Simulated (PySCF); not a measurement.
Ionisation energy of Re⁶³⁺ by level of theory

Re⁶³⁺ [Ne] 3s2 (1S) → Re⁶⁴⁺ [Ne] 3s1 (2S), as a difference of total energies. Calculation: PySCF 2.14, in an even-tempered Gaussian basis (17 s from 18 bohr⁻², ratio 2.5; 12 p from 24 bohr⁻², ratio 2.5; 4 d from 87 bohr⁻², ratio 2.7; 4 f from 130 bohr⁻², ratio 2.7); the spin-free X2C one-electron Hamiltonian (Gaussian nucleus). Correlated levels: outer shells: 1s2 frozen; virtual orbitals above 40 to 60 times the deepest correlated orbital energy dropped. The calculations carry no spin-orbit coupling.

```json
{"method": "UHF", "ionisation energy (eV)": "7235.0"}
{"method": "MP2 (outer shells)", "ionisation energy (eV)": "7238.3"}
{"method": "SCS-MP2 (outer shells)", "ionisation energy (eV)": "7238.7"}
{"method": "CCSD (outer shells)", "ionisation energy (eV)": "7238.7"}
{"method": "CCSD(T) (outer shells)", "ionisation energy (eV)": "7238.7"}
```

**Question.** How much does correlation contribute at CCSD(T) (outer shells)?

**Answer.** 7238.7 − (7235.0) = 3.7 eV, measured against UHF.

Breit and QED terms and the two-electron picture change are absent.

For comparison: 7230 ± 19 eV (theoretical estimate listed by NIST; NIST Atomic Spectra Database, ionization energies).
